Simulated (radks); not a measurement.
The numbers below are computed, except where a source is named.
Problem. Species: Sc II. Configuration: [Ar] 3d1 4s1 (the NIST ground configuration). Level of theory: scalar-relativistic Kohn-Sham, LB94 model potential, spin-polarised, spherical densities, finite nucleus; open shells are filled with parallel spins first; Fermi nuclear charge, rms radius 3.5459 fm (a radial shooting solver on a logarithmic mesh with Libxc functionals). Some entries of the table are withheld. Estimate them.

orbital  occ.  eigenvalue (Ry)  <1/r> (bohr^-1)
1s up       1        -328.1422            20.81
1s down     1        -328.1373            20.81
2s down     1        -36.80294            4.294
2s up       1        -36.79444            4.295
2p down     3        -30.49676            4.222
2p up       3        -30.49064            4.222
3s up       1         -4.99979            1.303
3s down     1         -4.96260            1.296
3p up       3         -3.44739            1.179
3p down     3         -3.42226            1.168
3d down     0         -1.21412              (1)
3d up       1         -1.19185              (2)
4s down     0         -1.13423           0.4251
4s up       1         -1.02443           0.4177

Solution. 
(1) 3d down <1/r> (bohr^-1): 0.8205
(2) 3d up <1/r> (bohr^-1): 0.8588
